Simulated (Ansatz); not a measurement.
Program: Ansatz.

The input (input.yaml):

```yaml
crystal:
  periodic: [false, false, false]
  atoms:
    - { symbol: Ti, position_ang: [0.3914, -0.0711, 0.553] }
    - { symbol: O, position_ang: [-1.1881, 0.698, -1.1746] }
    - { symbol: S, position_ang: [1.2998, -0.9203, -1.2788] }
    - { symbol: H, position_ang: [-0.1658, 0.0636, -1.5996] }
    - { symbol: O, position_ang: [1.2727, 1.3137, 0.9051] }
    - { symbol: O, position_ang: [-0.5238, -1.305, 1.2506] }
    - { symbol: H, position_ang: [-1.9402, 0.1393, -1.4116] }
    - { symbol: H, position_ang: [1.8204, 2.0904, 1.0236] }
    - { symbol: H, position_ang: [-0.9662, -2.0085, 1.7324] }
basis:
  gaussian: { orbitals: def2-SVP }
hamiltonian:
  xc: pbe
  dispersion: d4
neb:
  order_check: false
  images: 5
  f_tol: 0.05
  max_iterations: 60
  final_atoms:
    - { symbol: Ti, position_ang: [0.3914, -0.0711, 0.553] }
    - { symbol: O, position_ang: [-1.1881, 0.698, -1.1746] }
    - { symbol: S, position_ang: [1.2998, -0.9203, -1.2788] }
    - { symbol: H, position_ang: [-0.1658, 0.0636, -1.5996] }
    - { symbol: O, position_ang: [1.2727, 1.3137, 0.9051] }
    - { symbol: O, position_ang: [-0.5238, -1.305, 1.2506] }
    - { symbol: H, position_ang: [-1.9402, 0.1393, -1.4116] }
    - { symbol: H, position_ang: [1.8204, 2.0904, 1.0236] }
    - { symbol: H, position_ang: [-0.9662, -2.0085, 1.7324] }
  initial_path:
    images:
      - { positions_ang: [[0.3914, -0.0711, 0.553], [-1.1881, 0.698, -1.1746], [1.2998, -0.9203, -1.2788], [-0.1658, 0.0636, -1.5996], [1.2727, 1.3137, 0.9051], [-0.5238, -1.305, 1.2506], [-1.9402, 0.1393, -1.4116], [1.8204, 2.0904, 1.0236], [-0.9662, -2.0085, 1.7324]] }
      - { positions_ang: [[0.3914, -0.0711, 0.553], [-1.1881, 0.698, -1.1746], [1.2998, -0.9203, -1.2788], [-0.1658, 0.0636, -1.5996], [1.2727, 1.3137, 0.9051], [-0.5238, -1.305, 1.2506], [-1.9402, 0.1393, -1.4116], [1.8204, 2.0904, 1.0236], [-0.9662, -2.0085, 1.7324]] }
      - { positions_ang: [[0.3914, -0.0711, 0.553], [-1.1881, 0.698, -1.1746], [1.2998, -0.9203, -1.2788], [-0.1658, 0.0636, -1.5996], [1.2727, 1.3137, 0.9051], [-0.5238, -1.305, 1.2506], [-1.9402, 0.1393, -1.4116], [1.8204, 2.0904, 1.0236], [-0.9662, -2.0085, 1.7324]] }
      - { positions_ang: [[0.3914, -0.0711, 0.553], [-1.1881, 0.698, -1.1746], [1.2998, -0.9203, -1.2788], [-0.1658, 0.0636, -1.5996], [1.2727, 1.3137, 0.9051], [-0.5238, -1.305, 1.2506], [-1.9402, 0.1393, -1.4116], [1.8204, 2.0904, 1.0236], [-0.9662, -2.0085, 1.7324]] }
      - { positions_ang: [[0.3914, -0.0711, 0.553], [-1.1881, 0.698, -1.1746], [1.2998, -0.9203, -1.2788], [-0.1658, 0.0636, -1.5996], [1.2727, 1.3137, 0.9051], [-0.5238, -1.305, 1.2506], [-1.9402, 0.1393, -1.4116], [1.8204, 2.0904, 1.0236], [-0.9662, -2.0085, 1.7324]] }
      - { positions_ang: [[0.3914, -0.0711, 0.553], [-1.1881, 0.698, -1.1746], [1.2998, -0.9203, -1.2788], [-0.1658, 0.0636, -1.5996], [1.2727, 1.3137, 0.9051], [-0.5238, -1.305, 1.2506], [-1.9402, 0.1393, -1.4116], [1.8204, 2.0904, 1.0236], [-0.9662, -2.0085, 1.7324]] }
      - { positions_ang: [[0.3914, -0.0711, 0.553], [-1.1881, 0.698, -1.1746], [1.2998, -0.9203, -1.2788], [-0.1658, 0.0636, -1.5996], [1.2727, 1.3137, 0.9051], [-0.5238, -1.305, 1.2506], [-1.9402, 0.1393, -1.4116], [1.8204, 2.0904, 1.0236], [-0.9662, -2.0085, 1.7324]] }
```

Run as:

```bash
$ ansatz run input.yaml --threads 2 --pin off --max-ram 3072MiB --backend cpu --events-out ev --progress --plain --runs-dir out
```

Q: What happens?

A: The program refused the input.

```
Error: invalid value for `neb.final_atoms`: is identical to crystal.atoms — the two endpoints must differ for a path to exist
```
